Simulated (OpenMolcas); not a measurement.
Computed levels of 3s² 3p² in ions with 14 electrons, in cm-1 above ³P₀.

```json
{
 "Program": "OpenMolcas 26.06",
 "Method": "CASSCF",
 "Basis": "ANO-RCC-VTZP",
 "Scalar Hamiltonian": "DKH2, point nucleus",
 "Spin-orbit coupling": "RASSI with atomic mean-field integrals over the reference wave functions, term energies averaged over their components"
}
```

Active space for each ion: 2 electrons in 3 orbitals (3p).

```csv
Level,Si,S2+,Ar4+
³P₁,67.0,269,698
³P₂,197,768,1914
¹D₂,8745,14246,19498
¹S₀,21343,34635,46561
```

Question: Estimate ³P₂, ¹D₂, ¹S₀ for P+ from its neighbours Si and S2+.

Answer: ³P₂ is fine structure, which grows about as the fourth power of a screened charge, so the fourth roots are averaged: ((197^0.25 + 768^0.25) / 2)^4 = 412. The calculation gives 420, so the estimate is off by -1.9 %; the measured value is 469 (NIST Handbook of Basic Atomic Spectroscopic Data).
¹D₂ is another term, which grows about linearly with the charge: (8745 + 14246) / 2 = 11496. The calculation gives 11618, so the estimate is off by -1.1 %; the measured value is 8882 (NIST Handbook of Basic Atomic Spectroscopic Data).
¹S₀ is another term, which grows about linearly with the charge: (21343 + 34635) / 2 = 27989. The calculation gives 28387, so the estimate is off by -1.4 %; the measured value is 21576 (NIST Handbook of Basic Atomic Spectroscopic Data).

With the s shell closed, the reference lacks s² → p² mixing. Without dynamic correlation excited terms often stand tens of per cent too high (terms of higher spin than the ground term too low), and those without a measured partner can miss by more than the paired ones (holds for Si; P+). Measured partners are found by configuration, term and J. A level has none where our copy of the source lacks it or the pairing is in doubt (some pairs that miss far off the trend of their configuration count as doubtful), and it then counts in no deviation. Only configurations of the active space appear.
